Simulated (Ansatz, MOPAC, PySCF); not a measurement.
Molecule: CsAu, net charge 0, singlet state. SMILES: [Cs][Au]
Coordinates optimised at B3LYP-D3(BJ)/def2-TZVP (Ansatz, an electronic-structure program):
```xyz
2

Cs     0.0000     0.0000    -1.8835
Au     0.0000     0.0000     1.3113
```

Property: size of the dipole moment, in D. Conventions: def2 sets with scalar-relativistic core potentials past Kr; PM7 with its own dispersion and hydrogen-bond terms; LANL2DZ with its own core potentials from Na on; no spin-orbit coupling. First-principles rows: single points at B3LYP-D3(BJ) geometries (Ansatz). Semi-empirical rows: dipoles at the shared geometry. The spin state of an ion or metal species was assumed, not searched.

```json
[
 {"level": "PM7", "program": "MOPAC", "size of the dipole moment (D)": "8.30"},
 {"level": "PBE/LANL2DZ", "program": "Ansatz", "size of the dipole moment (D)": "11.06"},
 {"level": "PBE/def2-SVP", "program": "Ansatz", "size of the dipole moment (D)": "9.86"},
 {"level": "BLYP/LANL2DZ", "program": "Ansatz", "size of the dipole moment (D)": "10.97"},
 {"level": "BP86/LANL2DZ", "program": "PySCF", "size of the dipole moment (D)": "11.44"},
 {"level": "BP86/def2-SVP", "program": "PySCF", "size of the dipole moment (D)": "10.10"},
 {"level": "B3LYP/LANL2DZ", "program": "Ansatz", "size of the dipole moment (D)": "11.30"},
 {"level": "B3LYP/def2-SVP", "program": "Ansatz", "size of the dipole moment (D)": "10.16"},
 {"level": "PBE0/LANL2DZ", "program": "Ansatz", "size of the dipole moment (D)": "11.39"}
]
```

No value to compare with is used here. The 9 habitual levels span 8.30 (PM7) to 11.44 D (BP86/LANL2DZ).

The levels are drawn from those run, B3LYP/6-31G* more often than the rest, none by its result; left out are runs that failed, that the program found above a lower state of the same kind, or whose <S^2> lies over 0.5 above the pure value.
